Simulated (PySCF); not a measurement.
Species: C₆H₉FS.
Numbering: `[F:1][C@@H:2]1[C@H:3]([SH:4])[C@@H:5]1[CH:6]1[CH2:7][CH2:8]1` (hydrogens: H9 on C2; H10 on C3; H11 on S4; H12 on C5; H13 on C6; H14, H15 on C7; H16, H17 on C8)

The geometry is computed with GFN2-xTB (gas phase).

Task: Give the optimised bond lengths and angles.

Result: 
```json
{"bond": "F1–C2", "length (bohr)": "2.576", "order": "single"}
{"bond": "C2–C3", "length (bohr)": "2.829", "order": "single"}
{"bond": "C3–S4", "length (bohr)": "3.403", "order": "single"}
{"bond": "C3–C5", "length (bohr)": "2.862", "order": "single"}
{"bond": "C5–C6", "length (bohr)": "2.822", "order": "single"}
{"bond": "C6–C7", "length (bohr)": "2.834", "order": "single"}
{"bond": "C7–C8", "length (bohr)": "2.829", "order": "single"}
{"bond": "C2–C5", "length (bohr)": "2.839", "order": "single"}
{"bond": "C6–C8", "length (bohr)": "2.837", "order": "single"}
{"bond": "C2–H9", "length (bohr)": "2.048", "order": "single"}
{"bond": "C3–H10", "length (bohr)": "2.044", "order": "single"}
{"bond": "S4–H11", "length (bohr)": "2.514", "order": "single"}
{"bond": "C5–H12", "length (bohr)": "2.049", "order": "single"}
{"bond": "C6–H13", "length (bohr)": "2.045", "order": "single"}
{"bond": "C7–H14", "length (bohr)": "2.040", "order": "single"}
{"bond": "C7–H15", "length (bohr)": "2.039", "order": "single"}
{"bond": "C8–H16", "length (bohr)": "2.038", "order": "single"}
{"bond": "C8–H17", "length (bohr)": "2.040", "order": "single"}
```

Orders are formal, as drawn. A selection of angles:
```json
{"angle": "F1–C2–C3", "degrees": "118.4"}
{"angle": "F1–C2–C5", "degrees": "118.2"}
{"angle": "C3–C2–C5", "degrees": "60.6"}
{"angle": "C2–C3–S4", "degrees": "121.8"}
{"angle": "C2–C3–C5", "degrees": "59.9"}
{"angle": "S4–C3–C5", "degrees": "121.9"}
{"angle": "C3–C5–C6", "degrees": "120.4"}
{"angle": "C2–C5–C3", "degrees": "59.5"}
{"angle": "C2–C5–C6", "degrees": "120.2"}
{"angle": "C5–C6–C7", "degrees": "119.5"}
{"angle": "C5–C6–C8", "degrees": "119.0"}
{"angle": "C7–C6–C8", "degrees": "59.8"}
{"angle": "C6–C7–C8", "degrees": "60.1"}
{"angle": "C6–C8–C7", "degrees": "60.0"}
{"angle": "H11–S4–C3", "degrees": "96.3"}
```

Dihedral angles: F1–C2–C3–S4 3° (synperiplanar); C2–C3–C5–C6 109° (anticlinal); C3–C5–C6–C7 166° (antiperiplanar); C5–C6–C7–C8 -108° (anticlinal); F1–C2–C5–C3 108° (anticlinal); C5–C6–C8–C7 109° (anticlinal); H11–S4–C3–C2 -4° (synperiplanar).

The 3-membered ring C2–C3–C5 has internal angles of 59.5° to 60.6°. The 3-membered ring C6–C7–C8 has internal angles of 59.8° to 60.1°. The C–C distances run from 1.493 Å (C5–C6, drawn single) to 1.514 Å (C3–C5, drawn single), a spread of 0.021 Å. Of the pairs four or more bonds apart, F1···H11 is among the closest relative to their van der Waals radii: 2.35 Å, 88 % of the sum of Bondi's values.

Point group: C1 (no symmetry element, even within 0.4 Å). No frequency check. The numbers are those of one conformer (C2–C3–S4–H -4°, C3–C5–C6–C7 166°).
